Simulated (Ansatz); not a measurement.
`[SiH3]O[SiH2][GeH3]` and `C[SiH2]O[SiH3]` differ in one atom or group.

Ansatz, PBE0-D4/def2-TZVP geometries, multiplicity 1. Each molecule was computed in one conformer, which needn't be the lowest.

Scalar relativity is left out up to krypton.

```tsv
property	`[SiH3]O[SiH2][GeH3]`
HOMO–LUMO gap (B3LYP/def2-TZVPP) / eV	7.11
HOMO–LUMO gap (ωB97M-V/def2-TZVPP) / eV	11.28
size of the dipole moment (B3LYP/def2-TZVPP) / D	0.47
HOMO energy (PBE/def2-TZVPP) / eV	-6.81
HOMO energy (B3LYP/def2-TZVPP) / eV	-7.77
size of the dipole moment (ωB97M-V/def2-TZVPP) / D	0.44
```

(1) What does the change do to each property? (Best estimate.)

## Answers

(1) The calculation gave: 
| property | `C[SiH2]O[SiH3]` | shift |
| --- | --- | --- |
| HOMO–LUMO gap (B3LYP/def2-TZVPP) / eV | 8.21 | 1.10 |
| HOMO–LUMO gap (ωB97M-V/def2-TZVPP) / eV | 12.59 | 1.31 |
| size of the dipole moment (B3LYP/def2-TZVPP) / D | 0.65 | 0.18 |
| HOMO energy (PBE/def2-TZVPP) / eV | -7.11 | -0.30 |
| HOMO energy (B3LYP/def2-TZVPP) / eV | -8.34 | -0.57 |
| size of the dipole moment (ωB97M-V/def2-TZVPP) / D | 0.67 | 0.23 |

With PBE0 the HOMO falls by 0.55 eV and the LUMO rises by 0.57 eV, so the gap widens by about 1.12 eV. PBE moves the HOMO by -0.30 eV and ωB97M-V by -0.79 eV. Dipoles are sizes alone; their direction can turn.

Positive LUMOs are unbound, so they and the gaps depend on the basis.

B3LYP here is the variant with VWN-RPA as its local correlation; programs differ in this.
